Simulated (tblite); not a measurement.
C3H11OSi3 (doublet state).
Geometry (GFN2-xTB, Å), atoms numbered from 1 in this order:
```xyz
18
C3H11OSi3 angstrom
Si     0.4265    2.5021   -1.5263
Si     0.0885    0.2634   -1.3104
O      1.3835   -0.2909   -0.4844
Si     2.4422   -0.7946    0.6190
C     -1.4646   -0.2390   -0.3425
C     -1.4657   -1.4051    0.6074
C     -1.5220   -0.0143    1.1434
H     -0.5748    3.2746   -2.2700
H      0.7657    3.3359   -0.3651
H      0.1190   -0.5171   -2.5583
H      3.5141    0.1987    0.6248
H      2.8928   -2.1151    0.1856
H      1.7707   -0.8612    1.9188
H     -2.3995   -0.0659   -0.8666
H     -2.3535   -2.0184    0.6690
H     -0.5458   -1.9577    0.7318
H     -0.6396    0.3750    1.6312
H     -2.4463    0.3358    1.5809
```

Method: GFN2-xTB as coded in tblite; computed harmonic values from a numerical Hessian at the method's own geometry, unscaled. The method is semi-empirical: single wavenumbers can be off by several per cent or more. Modes of hydrogen on silicon can be 10 to 20 % off. One conformer, not necessarily the lowest. Open shells enter through the occupations alone, without spin polarisation, and single modes of such species can be off by tens of per cent. The optimisation stopped once no atom felt more than 0.01 eV/Å.

Lowest wavenumbers of the output (negative numbers stand for imaginary wavenumbers):
```
mode    cm-1
  1     -47.3
  2       3.1
  3      32.0
  4      62.0
  5      72.2
  6     100.4
  7     140.8
  8     157.7
  9     263.3
 10     324.9
```

Q: Is this structure a minimum?

A: Not by this Hessian. 1 mode is imaginary beyond 20i (47i cm⁻¹), so at this level the point lies at or near a first-order saddle. The curvature is small, so loose convergence or finite differences may be the whole cause.

Q: Which atoms move in the imaginary mode?

A: 47i: H12 (hydrogen on silicon) 27 %, H11 (hydrogen on silicon) 24 %, O3 (oxygen bonded to 2 Si) 13 %, H13 (hydrogen on silicon) 11 %. These are shares of the mass-weighted motion.

Q: What is the remedy?

A: Step along that mode in both directions, optimise again with tighter thresholds and repeat the frequencies. The zero-point energy of this point (76.7 kcal/mol) counts the 47 real modes alone, and thermal corrections from it aren't those of a minimum.
